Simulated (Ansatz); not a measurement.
LiSn₁₉H₂₈. Total charge 0; doublet. Geometry PBE-D4/def2-SVP; atoms count from 1.

| atom | x (Å) | y (Å) | z (Å) |
| --- | --- | --- | --- |
| Li1 | 1.162 | -4.351 | -0.244 |
| Sn2 | -3.690 | 4.538 | -0.390 |
| Sn3 | -2.683 | 4.707 | 4.086 |
| Sn4 | 0.534 | 5.771 | 0.950 |
| Sn5 | -0.047 | 1.546 | -1.077 |
| Sn6 | 0.965 | 1.957 | 3.441 |
| Sn7 | 2.504 | -5.397 | -5.181 |
| Sn8 | 3.628 | -3.170 | -1.347 |
| Sn9 | -3.221 | 0.629 | 2.033 |
| Sn10 | 0.521 | -1.964 | 1.369 |
| Sn11 | -0.338 | -2.952 | -2.453 |
| Sn12 | -2.209 | 5.906 | 1.580 |
| Sn13 | -2.818 | 1.842 | -0.482 |
| Sn14 | 0.174 | -3.821 | -5.092 |
| Sn15 | -1.795 | 2.030 | 4.026 |
| Sn16 | 1.355 | 3.066 | 0.872 |
| Sn17 | 1.478 | -1.072 | -1.217 |
| Sn18 | 1.849 | -0.724 | 3.528 |
| Sn19 | 4.613 | -4.118 | -3.830 |
| Sn20 | -2.267 | -2.017 | 1.859 |
| H21 | -5.392 | 4.623 | -0.036 |
| H22 | -3.452 | 5.289 | -1.940 |
| H23 | -4.380 | 4.759 | 4.460 |
| H24 | -1.857 | 5.579 | 5.341 |
| H25 | 0.805 | 6.513 | -0.599 |
| H26 | 1.461 | 6.673 | 2.116 |
| H27 | 0.254 | 2.411 | -2.579 |
| H28 | 1.816 | 2.886 | 4.648 |
| H29 | 2.928 | -5.765 | -6.824 |
| H30 | 2.174 | -6.906 | -4.387 |
| H31 | 4.932 | -3.033 | -0.191 |
| H32 | 2.893 | -4.719 | -0.712 |
| H33 | -4.910 | 0.595 | 2.466 |
| H34 | 0.932 | -3.731 | 1.488 |
| H35 | -2.045 | -2.718 | -2.202 |
| H36 | -0.136 | -4.516 | -1.551 |
| H37 | -2.719 | 7.573 | 1.638 |
| H38 | -3.778 | 0.957 | -1.643 |
| H39 | 0.409 | -2.412 | -6.080 |
| H40 | -1.178 | -4.687 | -5.755 |
| H41 | -2.089 | 1.273 | 5.570 |
| H42 | 3.070 | 3.020 | 0.548 |
| H43 | 3.567 | -0.845 | 3.293 |
| H44 | 1.472 | -1.485 | 5.045 |
| H45 | 5.151 | -2.760 | -4.768 |
| H46 | 5.974 | -5.184 | -3.651 |
| H47 | -3.048 | -2.873 | 0.563 |
| H48 | -2.572 | -2.924 | 3.312 |

In the def2 sets Sn takes a core potential; there is no spin–orbit coupling. Single mean-field runs in def2-SVP are fitted with def2-universal-jkfit.

Estimate the Mulliken populations of the heavy atoms from the PBE0/def2-SVP orbitals of Ansatz.


| atom | charge (e) | spin (α − β) |
| --- | --- | --- |
| Li1 | 0.35 | 0.02 |
| Sn2 | 0.16 | 0.05 |
| Sn3 | 0.16 | 0.00 |
| Sn4 | 0.16 | 0.01 |
| Sn5 | 0.02 | 0.35 |
| Sn6 | 0.00 | 0.00 |
| Sn7 | 0.12 | 0.00 |
| Sn8 | 0.15 | 0.20 |
| Sn9 | 0.01 | 0.00 |
| Sn10 | -0.06 | -0.01 |
| Sn11 | 0.11 | 0.00 |
| Sn12 | 0.00 | 0.00 |
| Sn13 | 0.02 | 0.09 |
| Sn14 | 0.15 | 0.00 |
| Sn15 | 0.01 | 0.00 |
| Sn16 | 0.01 | 0.03 |
| Sn17 | -0.02 | 0.13 |
| Sn18 | 0.21 | 0.00 |
| Sn19 | 0.14 | 0.04 |
| Sn20 | 0.19 | 0.00 |
Mulliken values depend strongly on the basis.

Where does the spin sit?

Summed by element: Li 0.02, Sn 0.87, H 0.11, of 1 unpaired in all. Largest on single atoms: Sn5 0.35, Sn8 0.20, Sn17 0.13.

And the Mayer bond orders between heavy atoms (over 0.3)?

Sn2–Sn12 0.87 (2.82 Å); Sn2–Sn13 0.84 (2.83 Å); Sn3–Sn12 0.87 (2.82 Å); Sn3–Sn15 0.87 (2.82 Å); Sn4–Sn12 0.87 (2.82 Å); Sn4–Sn16 0.86 (2.83 Å); Sn5–Sn13 0.81 (2.85 Å); Sn5–Sn16 0.85 (2.84 Å); Sn5–Sn17 0.53 (3.03 Å); Sn6–Sn15 0.86 (2.82 Å); Sn6–Sn16 0.85 (2.83 Å); Sn6–Sn18 0.86 (2.82 Å); Sn7–Sn14 0.88 (2.81 Å); Sn7–Sn19 0.88 (2.81 Å); Sn8–Sn17 0.57 (3.01 Å); Sn8–Sn19 0.85 (2.83 Å); Sn9–Sn13 0.86 (2.82 Å); Sn9–Sn15 0.86 (2.82 Å); Sn9–Sn20 0.87 (2.82 Å); Sn10–Sn17 0.77 (2.90 Å); Sn10–Sn18 0.87 (2.82 Å); Sn10–Sn20 0.85 (2.83 Å); Sn11–Sn14 0.87 (2.83 Å); Sn11–Sn17 0.78 (2.89 Å).
